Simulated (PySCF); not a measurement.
Br$_{2}$In, charge +1, singlet, geometry from GFN2-xTB (such geometries of metal compounds can be far from the true shape) (core potentials on In); PBE/def2-SVP (PySCF).

The PySCF input:
```python
from pyscf import gto, scf, dft

mol = gto.M(
    atom='''
In    0.00000000    0.00000000    0.00000000
Br   -0.00000000   -0.00000000   -2.51169977
Br    0.00000000    0.00000000    2.51169977
''',
    basis='def2-svp',
    ecp={'In': 'def2-svp'},
    charge=1,
    verbose=4,
)

mf = dft.RKS(mol)
mf.xc = 'pbe'
mf.kernel()
```

Predict the main parts of the log of this PySCF run.


```
PySCF version 2.14.0

[INPUT] verbose = 4
[INPUT] num. atoms = 3
[INPUT] num. electrons = 90
[INPUT] charge = 1
[INPUT] spin (= nelec alpha-beta = 2S) = 0
[INPUT] symmetry False subgroup None
[INPUT] Mole.unit = angstrom
[INPUT] Symbol           X                Y                Z      unit          X                Y                Z       unit  Magmom
[INPUT]  1 In     0.000000000000   0.000000000000   0.000000000000 AA    0.000000000000   0.000000000000   0.000000000000 Bohr   0.0
[INPUT]  2 Br     0.000000000000   0.000000000000  -2.511699770000 AA    0.000000000000   0.000000000000  -4.746424672433 Bohr   0.0
[INPUT]  3 Br     0.000000000000   0.000000000000   2.511699770000 AA    0.000000000000   0.000000000000   4.746424672433 Bohr   0.0

nuclear repulsion = 438.751300972926
number of shells = 34
number of NR pGTOs = 209
number of NR cGTOs = 90
basis = def2-svp
ecp = {'In': 'def2-svp'}

******** <class 'pyscf.dft.rks.RKS'> ********
method = RKS
initial guess = minao
damping factor = 0
level_shift factor = 0
DIIS = <class 'pyscf.scf.diis.CDIIS'>
diis_start_cycle = 1
diis_space = 8
diis_damp = 0
SCF conv_tol = 1e-09
SCF conv_tol_grad = None
SCF max_cycles = 50
direct_scf = True
direct_scf_tol = 1e-13
XC library pyscf.dft.libxc version 7.1.2
    S. Lehtola, C. Steigemann, M. J. T. Oliveira, and M. A. L. Marques,  SoftwareX 7, 1–5 (2018)
XC functionals = pbe
    J. P. Perdew, K. Burke, and M. Ernzerhof,  Phys. Rev. Lett. 77, 3865 (1996)
    J. P. Perdew, K. Burke, and M. Ernzerhof,  Phys. Rev. Lett. 78, 1396 (1997)
    J. P. Perdew, K. Burke, and M. Ernzerhof,  Phys. Rev. Lett. 77, 3865 (1996)
    J. P. Perdew, K. Burke, and M. Ernzerhof,  Phys. Rev. Lett. 78, 1396 (1997)
radial grids:
    Treutler-Ahlrichs [JCP 102, 346 (1995); DOI:10.1063/1.469408] (M4) radial grids

becke partition: Becke, JCP 88, 2547 (1988); DOI:10.1063/1.454033
pruning grids: <function nwchem_prune>
grids dens level: 3
symmetrized grids: False
atomic radii adjust function: <function treutler_atomic_radii_adjust>
small_rho_cutoff = 0
Set gradient conv threshold to 3.16228e-05
Initial guess from minao.
tot grids = 62728
init E= -5314.29615160599
  HOMO = -0.584201825967909  LUMO = -0.560686579215963  gap/eV = 0.63988
cycle= 1 E= -5334.32606985513  delta_E=  -20  |g|= 2.87  |ddm|= 12.7
  HOMO = -0.0189314938728112  LUMO = -0.0032270106941255  gap/eV = 0.42734
cycle= 2 E= -5296.02111737386  delta_E= 38.3  |g|= 8.75  |ddm|= 17.3
  HOMO = -0.599788849521985  LUMO = -0.443135966838156  gap/eV = 4.26274
cycle= 3 E= -5336.44086762887  delta_E= -40.4  |g|= 1.09  |ddm|= 15.7
  HOMO = -0.40581113080649  LUMO = -0.347968180195658  gap/eV = 1.57399
cycle= 4 E= -5336.33259334529  delta_E= 0.108  |g|= 1.26  |ddm|=  3.3
  HOMO = -0.457446882495118  LUMO = -0.385706138870702  gap/eV = 1.95217
cycle= 5 E= -5336.83656036775  delta_E= -0.504  |g|= 0.155  |ddm|= 1.47
  HOMO = -0.467270484351997  LUMO = -0.389094386174136  gap/eV = 2.12728
cycle= 6 E= -5336.84608083357  delta_E= -0.00952  |g|= 0.0472  |ddm|= 0.335
  HOMO = -0.467404057318304  LUMO = -0.390626586886675  gap/eV = 2.08922
cycle= 7 E= -5336.84670813663  delta_E= -0.000627  |g|= 0.00488  |ddm|= 0.0677
  HOMO = -0.466821109009898  LUMO = -0.390194666694896  gap/eV = 2.08511
cycle= 8 E= -5336.84671530622  delta_E= -7.17e-06  |g|= 0.00124  |ddm|= 0.00757
  HOMO = -0.466949214608669  LUMO = -0.390335290579564  gap/eV = 2.08477
cycle= 9 E= -5336.84671572376  delta_E= -4.18e-07  |g|= 0.000127  |ddm|= 0.00177
  HOMO = -0.466947454960561  LUMO = -0.39032531505611  gap/eV = 2.08499
cycle= 10 E= -5336.84671573074  delta_E= -6.97e-09  |g|= 9.04e-06  |ddm|= 0.000273
  HOMO = -0.466949115585096  LUMO = -0.390326563080208  gap/eV = 2.08501
cycle= 11 E= -5336.84671573075  delta_E= -1.55e-11  |g|= 7.15e-07  |ddm|= 1.5e-05
  HOMO = -0.466948966777323  LUMO = -0.390326590036572  gap/eV = 2.08500
Extra cycle  E= -5336.84671573076  delta_E= -1.09e-11  |g|= 1.6e-06  |ddm|= 4.16e-06
converged SCF energy = -5336.84671573076
```
